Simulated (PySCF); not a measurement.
# Working out the ionisation energy of C⁺

C⁺ [He] 2s2 2p1 (2P) → C²⁺ [He] 2s2 (1S). Calculation: PySCF 2.14, in aug-cc-pVDZ; no relativity, point nucleus. Frozen: 1s2. Energies in hartree (1 hartree = 27.21139 eV):

```csv
part,C⁺ (lower),C²⁺ (upper)
UHF,-37.290253,-36.401652
CCSD correlation,-0.067257,-0.072007
(T),-0.000686,0.000000
```

Problem. What does Hartree-Fock give?

Solution. (-36.401652) − (-37.290253) = 0.888601 hartree = 24.180 eV.

Problem. What do CCSD and CCSD(T) give?

Solution. The CCSD correlation energies differ by -0.004750 hartree = -0.129 eV and the triples by 0.000686 hartree = 0.019 eV, so CCSD gives 24.051 eV and CCSD(T) 24.070 eV.

Measured between the centres of the two terms (NIST): 24.378 eV, so CCSD(T) (valence) is off by -0.308 eV.

A double-zeta basis recovers only part of the correlation energy.

The coupled-cluster amplitudes are large, so a single reference is strained.

What remains against the reference includes basis incompleteness, the frozen core and higher excitations.
